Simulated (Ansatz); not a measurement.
`[S]=[W](=[S])([Cl])[Cl]` + H–F → `[F][W](=[S])(=[S])[Cl]` + HCl at 700 K and 1 bar (ligand exchange at a W–Cl bond).

Computed with Ansatz on PBE0-D4/def2-TZVP structures; ΔE is electronic, products minus reactants. CCSD(T)/CBS is the MP2 limit (def2-TZVPP, def2-QZVPP) plus CCSD(T) − MP2 in def2-TZVPP, frozen cores. This one scheme is used for every species. Elements past krypton have def2 core potentials. For W outer-core shells are correlated without core-valence functions, which leaves a few kJ/mol of doubt a bond.

| species | CCSD(T)/CBS energy (Eh) | H − E (kJ/mol) | S (J/(mol·K)) |
| --- | --- | --- | --- |
| `[S]=[W](=[S])([Cl])[Cl]` | -1782.26494 | 77.9 | 452.7 |
| H–F | -100.39570 | 45.2 | 198.5 |
| `[F][W](=[S])(=[S])[Cl]` | -1422.27249 | 78.6 | 445.6 |
| HCl | -460.38127 | 38.4 | 211.8 |

H − E and S are ideal-gas, rigid-rotor, harmonic terms from PBE0-D4/def2-TZVP. 1 Eh = 2625.50 kJ/mol, R = 8.31446 J/(mol·K).

Problem. By hand: ΔE, ΔH, ΔS and ΔG.

Solution. ΔE = (-1422.27249) + (-460.38127) − (-1782.26494) − (-100.39570) = 0.00688 Eh = 18.1 kJ/mol. Δ(H − E) = 78.6 + 38.4 − 77.9 − 45.2 = -6.1, so ΔH = 12.0 kJ/mol. ΔS = 445.6 + 211.8 − 452.7 − 198.5 = 6.2 J/(mol·K). ΔG = 12.0 − 700 × (6.2)/1000 = 7.7 kJ/mol.

Problem. By hand: the equilibrium constant, and the temperature at which ΔG would vanish if ΔH and ΔS stayed fixed.

Solution. log₁₀ K = −ΔG/(RT ln 10) = -0.6. ΔG = 0 at ΔH/ΔS = 1935 K, though so small a ΔS makes that figure unsure.

TΔS isn't small against ΔH here. A doubt of 5 kJ/mol in ΔE shifts log₁₀ K by 0.4 here. These are equilibria of isolated gas molecules and say nothing of rates. Largest T1 diagnostic: 0.022 (customary marks: 0.02 for closed shells, 0.045 for open ones).
